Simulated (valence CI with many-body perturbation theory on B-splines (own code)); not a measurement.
## In IX: E2, M1 decay

Calculated by relativistic CI+MBPT: five valence electrons over a frozen Dirac-Fock core [Kr], a basis of 7 s, 7 p, 8 d, 6 f, 4 g, 1 h functions for each j, with the one-electron correlation potential Σ1, the two-electron term Σ2, the three-electron term Σ3, Breit, model QED; selected CI, second order for the rest, scaled by the run's own slope (own B-spline code, finite nucleus).

No measured levels were compared; by estimate terms of the open shell hold to 2 to 4 % of their energy, and close levels can change places; different configurations can be misplaced against each other by 1,000 to 8,000 cm⁻¹. Core correlation moves these levels by up to 23000 cm⁻¹, and in measured spectra 5 to 20 % of such shifts remained as error; rates that hang on mixing are uncertain with them. Among the levels kept, up to 1300 cm⁻¹ of a level comes from second order outside the variational space, and about a tenth of that is noise between levels of different J, which matters for small intervals. The list stops below the first excitations out of the core. Only levels of the ground parity were solved; by the run's estimate the other parity begins above the list, which can be wrong where configurations are misplaced.

Lines 1 to 50 of 120 in falling wavelength, among levels below 46.979 eV, chosen from the decays that carry over 1 % of a level's rate. Wavelengths and rates use the calculated energies, so an error of 2000 cm⁻¹ moves a line at 39890 Å by 80 % and its rate by three times that or more. Electric multipoles are in the length gauge, E1 and E2 with the static RPA response of the core. S is in atomic units (e²a₀⁴ for E2 and M2, e²a₀⁶ for E3), for M1 in squared Bohr magnetons. Weak lines are less certain than strong ones. Lines between different terms over intervals too small for the method are left out, as are lines whose strength nearly cancels. Where a level lies close to another of its J and parity, the split of strength between their lines is uncertain. Intervals below about 2000 cm⁻¹, as at the head of this list, are uncertain by tens of per cent.

Names give the largest LS component (configuration and term), which can be under half, so a name can repeat, a term be missing and a line seem to break the LS rules; names also repeat where a configuration has a term twice. Letters in brackets count levels of one name in rising energy.

```csv
λ vac (Å),Upper,Lower,Type,A (s⁻¹),S (a.u.)
2.245e+05,4d5 4G_9/2,4d5 4G_11/2,M1,2.93e-03,1.23e+01
1.941e+05,4d5 4G_11/2,4d5 4G_7/2,E2,4.61e-12,1.36e-02
1.041e+05,4d5 4G_9/2,4d5 4G_7/2,M1,3.66e-02,1.53e+01
49940,4d5 4G_7/2,4d5 4G_5/2,M1,2.64e-01,9.74e+00
41580,4d5 2I_13/2,4d5 2I_11/2,M1,1.49e-01,5.56e+00
39890,4d5 4P_1/2,4d5 4D_3/2,M1,8.75e-01,4.12e+00
25780,4d5 4F_5/2,4d5 4F_3/2,M1,6.76e-01,2.57e+00
25540,4d5 4D_5/2,4d5 4D_7/2,M1,8.62e-01,3.19e+00
25410,4d5 4P_5/2,4d5 4G_5/2,M1,1.67e+00,6.11e+00
25090,4d5 4F_5/2,4d5 4F_7/2,M1,1.76e+00,6.20e+00
23380,4d5 2D_3/2 [a],4d5 4F_5/2,M1,2.08e+00,3.94e+00
19480,4d5 4D_3/2,4d5 4G_5/2,M1,9.53e-01,1.05e+00
17550,4d5 4D_1/2,4d5 4P_1/2,M1,6.20e+00,2.48e+00
17390,4d5 4D_7/2,4d5 4P_5/2,M1,2.37e+00,3.70e+00
16760,4d5 2H_11/2,4d5 2H_9/2,M1,1.15e+00,2.40e+00
15980,4d5 2H_9/2,4d5 4F_9/2,M1,2.98e+00,4.50e+00
14960,4d5 2H_9/2,4d5 4F_7/2,M1,7.36e-01,9.13e-01
14870,4d5 4D_7/2,4d5 4G_9/2,M1,8.01e-01,7.82e-01
14370,4d5 2G_9/2 [a],4d5 2F_7/2 [a],M1,1.87e+00,2.05e+00
13660,4d5 2F_7/2 [a],4d5 4F_7/2,M1,1.60e+00,1.21e+00
13170,4d5 2G_9/2 [a],4d5 2H_9/2,M1,5.66e+00,4.79e+00
13010,4d5 4D_7/2,4d5 4G_7/2,M1,1.50e+00,9.81e-01
13000,4d5 2F_7/2 [a],4d5 2F_5/2 [a],M1,3.59e+00,2.34e+00
12940,4d5 2F_7/2 [b],4d5 2H_9/2,M1,1.45e+00,9.33e-01
12260,4d5 2D_3/2 [a],4d5 4F_3/2,M1,2.32e+00,6.34e-01
12190,4d5 4D_1/2,4d5 4D_3/2,M1,2.47e+00,3.32e-01
11810,4d5 4D_5/2,4d5 4D_3/2,M1,1.35e+00,4.94e-01
11270,4d5 2F_5/2 [a],4d5 4D_5/2,M1,1.69e+00,5.39e-01
10810,4d5 4F_7/2,4d5 4D_5/2,M1,4.01e-01,1.50e-01
10710,4d5 2G_7/2 [a],4d5 4F_9/2,M1,4.56e+00,1.66e+00
10350,4d5 4D_5/2,4d5 4P_5/2,M1,7.57e-01,1.86e-01
10320,4d5 4D_7/2,4d5 4G_5/2,M1,9.01e-02,2.94e-02
10250,4d5 2G_7/2 [a],4d5 4F_7/2,M1,1.75e+00,5.58e-01
10240,4d5 4P_3/2,4d5 4D_3/2,M1,6.55e+00,1.04e+00
9869,4d5 2G_7/2 [a],4d5 2F_5/2 [a],M1,2.05e+00,5.85e-01
9591,4d5 2F_7/2 [b],4d5 4F_5/2,M1,4.05e+00,1.06e+00
9121,4d5 4P_3/2,4d5 4P_5/2,M1,1.28e+00,1.44e-01
8847,4d5 2F_5/2 [b],4d5 4F_3/2,M1,6.83e+00,1.05e+00
8765,4d5 2F_5/2 [b],4d5 4F_7/2,M1,6.18e-01,9.25e-02
8621,4d5 4D_5/2,4d5 4G_7/2,M1,2.18e+00,3.11e-01
8488,4d5 2F_5/2 [b],4d5 2F_5/2 [a],M1,5.47e+00,7.44e-01
8378,4d5 4F_5/2,4d5 4P_3/2,M1,1.13e+00,1.47e-01
8180,4d5 2H_11/2,4d5 4F_9/2,M1,2.15e+00,5.23e-01
7922,4d5 2H_9/2,4d5 2I_11/2,M1,1.85e+00,3.40e-01
7817,4d5 2F_5/2 [a],4d5 4D_7/2,M1,2.78e+00,2.95e-01
7596,4d5 4F_7/2,4d5 4D_7/2,M1,2.37e-01,3.08e-02
7556,4d5 4F_5/2,4d5 4D_5/2,M1,7.67e+00,7.36e-01
7357,4d5 4F_9/2,4d5 4D_7/2,M1,3.08e+00,4.54e-01
7352,4d5 4D_5/2,4d5 4G_5/2,M1,1.35e+00,1.19e-01
7219,4d5 2G_9/2 [a],4d5 4F_9/2,M1,7.78e-01,1.09e-01
```
